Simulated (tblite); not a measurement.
A geometry optimisation, step by step.

C₄H₈GeOS.
SMILES with atom numbers: `[O:1]=[CH:2][Ge@H:3]1[CH2:4][CH2:5][CH2:6][S:7]1` (hydrogens: H8 on C2; H9 on Ge3; H10, H11 on C4; H12, H13 on C5; H14, H15 on C6)

Computed with GFN2-xTB (tblite), gas phase: L-BFGS steps from a force-field or distance-geometry start until the largest atomic force falls under 0.01 eV/Å. 7 of its 94 geometries are shown.

Step 0: E = -594.3694 eV, largest atomic force 2.884 eV/Å
```
atom  x, y, z in Å  |  force x, y, z in eV/Å
O1      1.578    2.228    0.043    0.862  -1.398   0.173
C2      2.221    1.190    0.167    0.278   2.862   0.185
Ge3     1.347   -0.489    0.048   -0.998  -1.089  -0.988
C4     -0.354   -0.427    1.034    1.113  -1.209   2.256
C5     -1.468   -0.571    0.090   -2.740   0.890   0.123
C6     -1.229    0.190   -1.172    0.783   1.610  -0.003
S7      0.281   -0.488   -1.946    0.272  -0.247  -0.206
H8      3.309    1.247    0.372   -0.065   0.087  -0.126
H9      2.177   -1.721    0.277    0.243  -0.146  -0.003
H10    -0.410    0.434    1.726   -0.082  -0.217  -0.572
H11    -0.333   -1.340    1.692   -0.076   0.730  -0.192
H12    -2.376   -0.096    0.565    0.395  -0.555  -0.343
H13    -1.727   -1.599   -0.145    0.164  -0.225   0.034
H14    -2.074    0.195   -1.868    0.411  -0.157   0.061
H15    -0.946    1.256   -0.903   -0.560  -0.937  -0.398
```

Step 16: E = -594.8187 eV, largest atomic force 0.098 eV/Å
```
atom  x, y, z in Å  |  force x, y, z in eV/Å
O1      1.638    2.275    0.096    0.057  -0.032   0.073
C2      2.276    1.267    0.196   -0.033  -0.024  -0.027
Ge3     1.318   -0.526    0.010   -0.021  -0.005  -0.025
C4     -0.376   -0.502    1.095    0.023   0.020  -0.013
C5     -1.546   -0.553    0.114    0.051  -0.006  -0.007
C6     -1.206    0.214   -1.154   -0.018   0.010   0.001
S7      0.273   -0.536   -1.950   -0.045   0.054   0.041
H8      3.371    1.296    0.343   -0.017  -0.007  -0.025
H9      2.238   -1.738    0.183    0.021   0.019  -0.019
H10    -0.379    0.432    1.659   -0.078   0.016  -0.005
H11    -0.417   -1.326    1.805    0.009   0.009   0.010
H12    -2.444   -0.131    0.571   -0.004   0.011  -0.039
H13    -1.757   -1.588   -0.164    0.006  -0.028   0.055
H14    -2.008    0.165   -1.888    0.025  -0.041  -0.012
H15    -0.986    1.258   -0.937    0.024   0.005  -0.008
```

Step 31: E = -594.8399 eV, largest atomic force 0.142 eV/Å
```
atom  x, y, z in Å  |  force x, y, z in eV/Å
O1      1.735    2.278    0.390    0.004  -0.061   0.047
C2      2.312    1.238    0.246    0.033   0.087  -0.051
Ge3     1.297   -0.502    0.012    0.073   0.085   0.088
C4     -0.395   -0.453    1.099   -0.030   0.000  -0.035
C5     -1.555   -0.574    0.110    0.007  -0.010  -0.046
C6     -1.233    0.175   -1.173   -0.007   0.073  -0.031
S7      0.282   -0.500   -1.953   -0.034  -0.023  -0.067
H8      3.415    1.209    0.173    0.014   0.006   0.000
H9      2.266   -1.675    0.106   -0.011  -0.094   0.044
H10    -0.417    0.511    1.611   -0.024   0.008  -0.062
H11    -0.417   -1.232    1.859   -0.052  -0.023  -0.043
H12    -2.478   -0.163    0.524    0.016   0.005   0.091
H13    -1.734   -1.621   -0.135    0.028  -0.076   0.024
H14    -2.017    0.085   -1.922   -0.033  -0.064   0.043
H15    -1.063    1.230   -0.969    0.017   0.088  -0.001
```

Step 46: E = -594.8622 eV, largest atomic force 0.045 eV/Å
```
atom  x, y, z in Å  |  force x, y, z in eV/Å
O1      1.900    2.216    0.748    0.012  -0.013  -0.004
C2      2.398    1.227    0.293   -0.013   0.043  -0.006
Ge3     1.297   -0.459    0.011    0.024   0.003   0.004
C4     -0.402   -0.390    1.076    0.005   0.001  -0.011
C5     -1.552   -0.597    0.094   -0.007   0.009   0.017
C6     -1.283    0.149   -1.203   -0.003  -0.001   0.026
S7      0.276   -0.446   -1.969    0.018   0.009   0.016
H8      3.456    1.224   -0.032   -0.019  -0.023   0.008
H9      2.194   -1.695    0.132   -0.030  -0.013  -0.017
H10    -0.461    0.603    1.528    0.012  -0.006  -0.018
H11    -0.422   -1.127    1.877   -0.002   0.005  -0.022
H12    -2.488   -0.234    0.527   -0.026  -0.012  -0.022
H13    -1.669   -1.660   -0.131    0.016   0.017   0.017
H14    -2.064   -0.024   -1.941    0.022  -0.012   0.008
H15    -1.185    1.221   -1.030   -0.010  -0.005   0.004
```

Step 62: E = -594.8641 eV, largest atomic force 0.015 eV/Å
```
atom  x, y, z in Å  |  force x, y, z in eV/Å
O1      1.949    2.200    0.818    0.002  -0.004  -0.010
C2      2.415    1.224    0.306    0.005  -0.003   0.005
Ge3     1.296   -0.447    0.015   -0.006  -0.003   0.003
C4     -0.404   -0.371    1.074   -0.008   0.004  -0.005
C5     -1.550   -0.603    0.094   -0.004   0.001  -0.005
C6     -1.292    0.141   -1.207    0.000   0.003   0.006
S7      0.286   -0.410   -1.967   -0.003   0.003   0.004
H8      3.454    1.219   -0.071    0.011   0.006   0.005
H9      2.159   -1.706    0.113    0.006  -0.006   0.003
H10    -0.468    0.629    1.507   -0.001   0.008  -0.002
H11    -0.426   -1.094    1.888    0.010   0.001  -0.007
H12    -2.496   -0.258    0.518    0.001  -0.013  -0.007
H13    -1.640   -1.671   -0.123   -0.003   0.006  -0.002
H14    -2.062   -0.060   -1.949    0.003   0.000   0.010
H15    -1.226    1.216   -1.040   -0.011  -0.001   0.001
```

Step 78: E = -594.8650 eV, largest atomic force 0.033 eV/Å
```
atom  x, y, z in Å  |  force x, y, z in eV/Å
O1      1.952    2.213    0.770    0.005  -0.005  -0.005
C2      2.430    1.219    0.307    0.006  -0.006   0.010
Ge3     1.297   -0.446    0.017   -0.003   0.026  -0.020
C4     -0.405   -0.365    1.072   -0.008   0.000   0.005
C5     -1.548   -0.613    0.092   -0.003   0.000   0.002
C6     -1.302    0.146   -1.202   -0.005   0.001   0.010
S7      0.285   -0.374   -1.965    0.004  -0.005   0.001
H8      3.484    1.194   -0.025   -0.009  -0.006   0.004
H9      2.145   -1.718    0.107    0.001   0.004   0.001
H10    -0.474    0.639    1.495   -0.001   0.008  -0.002
H11    -0.423   -1.079    1.893    0.002  -0.008   0.002
H12    -2.500   -0.286    0.519    0.005  -0.008  -0.001
H13    -1.619   -1.680   -0.129   -0.002   0.008  -0.009
H14    -2.068   -0.062   -1.948   -0.001  -0.009   0.010
H15    -1.258    1.220   -1.024    0.009   0.000  -0.008
```

Step 93: E = -594.8658 eV, largest atomic force 0.009 eV/Å
```
atom  x, y, z in Å  |  force x, y, z in eV/Å
O1      1.995    2.225    0.763   -0.002   0.002   0.001
C2      2.454    1.214    0.318    0.003  -0.003   0.001
Ge3     1.290   -0.424    0.007    0.000  -0.002   0.001
C4     -0.409   -0.350    1.067    0.007   0.001  -0.001
C5     -1.548   -0.624    0.091    0.002   0.001   0.002
C6     -1.321    0.142   -1.202    0.001   0.000  -0.004
S7      0.272   -0.350   -1.971   -0.001   0.003  -0.003
H8      3.517    1.153    0.021    0.007   0.000   0.000
H9      2.129   -1.703    0.094   -0.001   0.008   0.001
H10    -0.493    0.658    1.478    0.003  -0.002   0.002
H11    -0.413   -1.056    1.896   -0.006  -0.002  -0.005
H12    -2.507   -0.325    0.520   -0.005   0.003   0.003
H13    -1.592   -1.692   -0.136   -0.006  -0.005   0.005
H14    -2.087   -0.078   -1.943    0.000  -0.007  -0.004
H15    -1.292    1.216   -1.024   -0.002   0.004   0.001
```

**Question.** Summarise the path.

**Answer.** The energy falls by 11.45 kcal/mol from step 0 to step 93; nine tenths of that is first reached at step 15. It falls at every step. The largest force goes from 2.884 to 0.009 eV/Å. Among the bonds C2–Ge3 changes most, from 1.897 to 2.033 Å; the atoms move by 0.327 Å rms after alignment.

**Question.** Follow the three bonds and two angles with the largest change from start to end.

**Answer.** 
| step | E above end (kcal/mol) | largest force (eV/Å) | C2–Ge3 (Å) | C4–C5 (Å) | C6–H15 (Å) | Ge3–C4–H11 (°) | C2–Ge3–H9 (°) |
| --- | --- | --- | --- | --- | --- | --- | --- |
| 0 | 11.45 | 2.884 | 1.897 | 1.467 | 1.136 | 104.6 | 117.5 |
| 4 | 2.42 | 0.425 | 2.011 | 1.518 | 1.088 | 107.1 | 114.4 |
| 8 | 1.50 | 0.212 | 2.030 | 1.527 | 1.090 | 109.8 | 114.1 |
| 12 | 1.23 | 0.127 | 2.037 | 1.528 | 1.091 | 111.5 | 114.1 |
| 16 | 1.09 | 0.098 | 2.042 | 1.528 | 1.090 | 112.0 | 113.7 |
| 20 | 0.97 | 0.096 | 2.035 | 1.526 | 1.089 | 112.4 | 112.8 |
| 24 | 0.88 | 0.108 | 2.038 | 1.526 | 1.092 | 112.2 | 111.9 |
| 28 | 0.74 | 0.124 | 2.021 | 1.529 | 1.089 | 112.3 | 110.9 |
| 32 | 0.53 | 0.209 | 2.034 | 1.527 | 1.089 | 111.9 | 109.4 |
| 36 | 0.32 | 0.194 | 2.027 | 1.527 | 1.090 | 112.2 | 110.0 |
| 40 | 0.18 | 0.181 | 2.032 | 1.524 | 1.090 | 113.1 | 110.3 |
| 44 | 0.10 | 0.123 | 2.033 | 1.526 | 1.090 | 112.7 | 109.9 |
| 49 | 0.06 | 0.049 | 2.035 | 1.525 | 1.089 | 112.3 | 110.5 |
| 53 | 0.05 | 0.023 | 2.033 | 1.526 | 1.090 | 112.3 | 110.6 |
| 57 | 0.04 | 0.017 | 2.034 | 1.525 | 1.090 | 112.4 | 110.9 |
| 61 | 0.04 | 0.016 | 2.033 | 1.525 | 1.090 | 112.7 | 110.9 |
| 65 | 0.03 | 0.027 | 2.032 | 1.525 | 1.090 | 112.7 | 111.0 |
| 69 | 0.03 | 0.020 | 2.032 | 1.525 | 1.090 | 112.6 | 111.1 |
| 73 | 0.02 | 0.022 | 2.031 | 1.525 | 1.090 | 112.6 | 111.1 |
| 77 | 0.02 | 0.025 | 2.034 | 1.525 | 1.090 | 112.6 | 111.3 |
| 81 | 0.01 | 0.020 | 2.033 | 1.525 | 1.090 | 112.6 | 111.2 |
| 85 | 0.01 | 0.018 | 2.033 | 1.524 | 1.090 | 112.5 | 111.0 |
| 89 | 0.00 | 0.016 | 2.034 | 1.525 | 1.090 | 112.5 | 110.7 |
| 93 | 0.00 | 0.009 | 2.033 | 1.524 | 1.090 | 112.4 | 110.5 |

What follows is the cost of the whole relaxation. On Arm Neoverse N1, one thread, no GPU, shared host with 64 logical CPUs at a one-minute load of 60, this took 1.1 s.
